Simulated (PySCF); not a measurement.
Ligand exchange on a metal centre used in film growth or etching (Hf Cl-H). Gas-phase values, no solvent.

The charge on the central atom (Mulliken) from two functionals at the same geometries (r2SCAN-D4/def2-SVP), both in PySCF: PBE-D3(BJ)/def2-TZVP and TPSSh-D3(BJ)/def2-TZVP. 

| species | TPSSh-D3(BJ)/def2-TZVP (e) |
|---|---|
| 0 of 4 Cl replaced by H | 1.26 |
| 1 of 4 Cl replaced by H ([Hf(Cl)3(H)]) | 1.11 |
| 2 of 4 Cl replaced by H ([Hf(Cl)2(H)2]) | 1.00 |
| 3 of 4 Cl replaced by H ([Hf(Cl)(H)3]) | 0.91 |

Q: What does PBE-D3(BJ)/def2-TZVP give for each?

A: 
- 0 of 4 Cl replaced by H: 1.08
- 1 of 4 Cl replaced by H ([Hf(Cl)3(H)]): 0.94
- 2 of 4 Cl replaced by H ([Hf(Cl)2(H)2]): 0.84
- 3 of 4 Cl replaced by H ([Hf(Cl)(H)3]): 0.76
Over these rows, drawn at random from the members with no instability flagged (it was tested for open shells, ions and some series alone), PBE minus TPSSh-D3(BJ): mean -0.16 e, from -0.18 e to -0.15 e.
